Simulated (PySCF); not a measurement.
W(O)2(NH2)2 (H4N2O2W), SMILES [NH2][W]([NH2])(=[O])=[O], multiplicity 1. Coordinates come from a PBE-D3(BJ)/def2-SVP optimisation. The multiplicity is an assumed one; other spin states were not compared. The def2 effective core potentials stand for the cores of W; spin–orbit coupling is left out. Other conformers were not sampled.

Computed equilibrium geometry at PBE-D3(BJ)/def2-SVP (PySCF confirms it by a frequency run) as Cartesian coordinates in Å, and its point group (one conformer of several):
point group C2v.
```xyz
9

W      0.0000     0.0000    -0.0538
O      0.0000    -1.4554    -0.9964
O      0.0000     1.4554    -0.9964
N      1.6266     0.0000     1.0412
H      2.1264    -0.8440     1.3363
H      2.1264     0.8440     1.3363
N     -1.6266     0.0000     1.0412
H     -2.1264    -0.8440     1.3363
H     -2.1264     0.8440     1.3363
```
